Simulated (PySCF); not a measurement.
What settings do to a single point of Y2S3

The sound run of Y2S3 (singlet) uses PySCF 2.14.0, RKS PBE0, Y def2-SVP with ECP28, S def2-SVP; non-relativistic Hamiltonian with scalar-relativistic core potentials where named; density fitting; no spin-orbit coupling, grid (50, 194), threshold 1e-8 Eh and 55 cycles, at the relaxed geometry:

```xyz
5

Y     0.0000    0.0000    1.4993
Y     0.0000    0.0000   -1.4993
S     2.0303    0.0000    0.0000
S    -1.0152    1.7583    0.0000
S    -1.0151   -1.7583    0.0000
```

There Y1 has a Mulliken charge of 0.72 e and the dipole about the centre of mass is 0.00 D. Each run below changes one thing and starts from free metal ions and neutral atoms unless it says otherwise; with 55 cycles, smearing, a level shift and second-order steps follow where DIIS fails, and their cycles count. Energy shifts count from the sound run.

```tsv
change	outcome	cycles	energy shift (eV)	largest force component (eV/Å)	charge on Y1 (e)	dipole about the centre of mass (D)
grid (30, 86)	converged	10	0.0907	0.11	0.72	0.01
start from a density of up to 30 smeared cycles (not counted)	converged	7	0.0000	0.00	0.72	0.00
spin (2S) set to 12, limit 58 cycles	converged	24	27.78	5.29	-0.49	2.24
```

Q: How does the run with this change end: all coordinates × 1.05?

A: outcome converged, cycles 10, energy shift (eV) 0.46, largest force component (eV/Å) 2.39, charge on Y1 (e) 0.79, dipole about the centre of mass (D) 0.00.

Unsound on purpose, so not properties of the compound: spin (2S) set to 12, limit 58 cycles.

Forces carry noise of the integration grid, about 0.01 to 0.03 eV/Å.
